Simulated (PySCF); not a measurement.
CH5NOZn, SMILES C[O][Zn][NH2].

Coordinates come from a PBE0-D3(BJ)/def2-SVP optimisation. The structure was generated by enumeration; whether it is a known compound was not checked. Other conformers were not sampled.

The numbers are results of IEF-PCM-PBE0/def2-SVP (PySCF), not measurements.

The values are the electrostatic part of the solvation free energy, E(continuum) − E(gas) at the gas-phase geometry, in a cavity of scaled van der Waals radii (PySCF's table); cavitation and dispersion terms are not included. A continuum can't describe solvent molecules that bind to the metal. In vacuum the orbital gap is 6.23 eV. The dipole moment in vacuum is 2.36 D.

```json
[
 {"solvent": "water", "ε": "78.36", "ΔG(elec) (kcal/mol)": "-14.9", "dipole (D)": "2.90", "gap (eV)": "6.53"},
 {"solvent": "n-hexane", "ε": "1.88", "ΔG(elec) (kcal/mol)": "-5.1", "dipole (D)": "2.53", "gap (eV)": "6.32"},
 {"solvent": "dimethylsulfoxide", "ε": "46.83", "ΔG(elec) (kcal/mol)": "-14.7", "dipole (D)": "2.90", "gap (eV)": "6.52"}
]
```
